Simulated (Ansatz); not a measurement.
Consider the formal exchange of groups at a Ge–O bond: `C[O][GeH2][SeH]` + `C=O` → `O=[CH][GeH2][SeH]` + CH₃OH.

Program: Ansatz. Geometries: PBE0-D4/def2-TZVP. ΔE: electronic, gas phase. CBS: MP2 limit from def2 TZ/QZ plus the TZ coupled-cluster correction, frozen cores. This one scheme is used for every species. DFT in def2-TZVPP. B3LYP here is the variant with VWN-RPA as its local correlation; programs differ in this. For Ge, Se outer-core shells are correlated without core-valence functions, which leaves a few kJ/mol of doubt a bond. Scalar relativity is left out up to krypton. One conformer a species, not always the lowest.

```
             level  ΔE (kJ/mol)  difference from CCSD(T)/CBS
            PBE-D4         42.0                        -12.4
           PBE0-D4         46.4                         -8.0
          B3LYP-D4         52.3                         -2.1
           ωB97M-V         53.5                         -0.9
            B2PLYP         55.4                          1.0
               PBE         39.9                        -14.5
              PBE0         44.6                         -9.8
             B3LYP         49.0                         -5.4
     HF/def2-TZVPP         65.4                         11.0
SCS-MP2/def2-TZVPP         62.6                          8.2
   CCSD/def2-TZVPP         57.9                          3.5
     HF/def2-QZVPP         66.0                         11.6
    MP2/def2-QZVPP         59.3                          4.9
SCS-MP2/def2-QZVPP         61.2                          6.8
      HF/CBS(def2)         66.1                         11.7
     MP2/CBS(def2)         57.9                          3.5
       CCSD(T)/CBS         54.4                            0
```

Largest T1 diagnostic among the species: 0.015.

In def2-TZVPP, CCSD(T) changes the Hartree–Fock value by −8.1 kJ/mol (the triples alone add −0.6 kJ/mol) and MP2 by −4.6 kJ/mol. From PBE to PBE0 (25 % exact exchange), in def2-TZVPP and without D4, ΔE moves by +4.7 kJ/mol.
